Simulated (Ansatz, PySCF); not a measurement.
Breaking a bond: HCl (cation, charge +1), doublet. Each curve is given relative to its own lowest point near equilibrium.

| R / Å | A | B | C |
|---|---|---|---|
| 1.07 | 55.4 | 58.7 | 55.2 |
| 1.12 | 32.3 | 35.3 | 32.4 |
| 1.19 | 12.3 | 14.4 | 12.6 |
| 1.26 | 2.6 | 3.7 | 2.8 |
| 1.27 | 1.8 | 2.8 | 2.0 |
| 1.32 | 0.0 | 0.1 | 0.0 |
| 1.37 | 0.8 | 0.0 | 0.5 |
| 1.40 | 2.2 | 0.9 | 1.8 |
| 1.44 | 5.0 | 3.0 | 4.3 |
| 1.52 | 12.9 | 9.4 | 11.6 |
| 1.64 | 28.0 | 22.4 | 25.9 |
| 1.78 | 47.3 | 39.6 | 44.6 |
| 1.98 | 74.0 | 63.5 | 70.7 |
| 2.17 | 96.2 | 82.6 | 92.0 |
| 2.36 | 114.4 | 96.1 | 107.9 |
| 2.65 | 135.2 | 108.3 | 123.0 |
| 2.89 | 146.6 | 113.7 | 130.9 |
| 3.24 | 155.6 | 117.6 | 138.0 |
| 3.53 | 158.7 | 118.7 | 141.3 |
| 3.99 | 160.5 | 118.3 | 143.8 |
| 4.68 | 160.9 | 115.6 | 144.3 |
| 5.29 | 161.0 | 112.8 | 143.7 |

Energies in mEh.

**Question.** Which curve belongs to which method? The methods are CCSD(T) on UHF/cc-pVDZ, 5 core orbitals frozen run with PySCF 2.14.0; unrestricted M06-2X/cc-pVDZ run with PySCF 2.14.0; Ansatz (a first-principles code) with unrestricted PBE/cc-pVDZ.

**Answer.** A is UCCSD(T); B is UKS-PBE; C is UKS-M06-2X.

The unrestricted determinant behind UCCSD(T) is spin-contaminated at 1.98 to 5.29 Å (<S²> up to 1.8, against 0.75 for a pure doublet). The unrestricted determinant behind UKS-PBE, UKS-M06-2X is spin-contaminated at 2.36 to 5.29 Å (<S²> up to 1.3, against 0.75 for a pure doublet). At the longest distance UKS-M06-2X leaves fractional charges on the fragments, a sign of delocalisation error or of the restricted form.
